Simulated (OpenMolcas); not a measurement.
# Ionisation energies of tellurium

```yaml
Program: OpenMolcas 26.06
Basis: ANO-RCC-VTZP [7s6p4d2f1g]
Scalar_Hamiltonian: DKH2, point nucleus
Spin-orbit_coupling: state interaction with AMFI integrals over the reference wave functions, term energies averaged over their components
```

Active shells in each charge state: the valence s, p shells, with orbitals averaged over the low states. Where CASPT2's correlated closed shells are named, they are those of the first ion.

A. CASSCF
B. SS-CASPT2, IPEA 0.25 Eh, imaginary shift 0.1 Eh (closed shells correlated: 4s 4p 4d)

Energies in eV between the lowest computed levels (charge -1 gives the electron affinity), named as in B; reference values from the NIST Atomic Spectra Database with their kind.

```
               From                   To       A       B  Spin-orbit share in B             Reference
Te- 5s² 5p⁵ ²P°_3/2       Te 5s² 5p⁴ ³P₂   0.944   1.647                 -0.114                      
     Te 5s² 5p⁴ ³P₂  Te+ 5s² 5p³ ⁴S°_3/2   7.813   8.712                 +0.200      9.010 (measured)
Te+ 5s² 5p³ ⁴S°_3/2     Te2+ 5s² 5p² ³P₀  17.551  18.351                 -0.701     18.600 (measured)
   Te2+ 5s² 5p² ³P₀  Te3+ 5s² 5p ²P°_1/2  26.906  27.771                 +0.109     27.840 (measured)
Te3+ 5s² 5p ²P°_1/2         Te4+ 5s² ¹S₀  36.450  37.510                 +0.700     37.416 (measured)
       Te4+ 5s² ¹S₀       Te5+ 5s ²S_1/2  57.032  58.099                 +0.000     59.300 (measured)
     Te5+ 5s ²S_1/2        Te6+ 4d¹⁰ ¹S₀  68.819  70.380                 +0.000  69.100 (theoretical)
```

Error against the reference values, in %:

```json
{"From": "Te", "Reference": "measured", "A": "-13.3", "B": "-3.3"}
{"From": "Te+", "Reference": "measured", "A": "-5.6", "B": "-1.3"}
{"From": "Te2+", "Reference": "measured", "A": "-3.4", "B": "-0.2"}
{"From": "Te3+", "Reference": "measured", "A": "-2.6", "B": "+0.3"}
{"From": "Te4+", "Reference": "measured", "A": "-3.8", "B": "-2.0"}
{"From": "Te5+", "Reference": "theoretical", "A": "-0.4", "B": "+1.9"}
```

Mean absolute error over the 5 measured values: A 1.28 eV, B 0.38 eV. B lies closest.

No diffuse functions were added, so the electron affinity comes out too small, and without dynamic correlation a bound anion can come out unbound.

° marks odd parity.
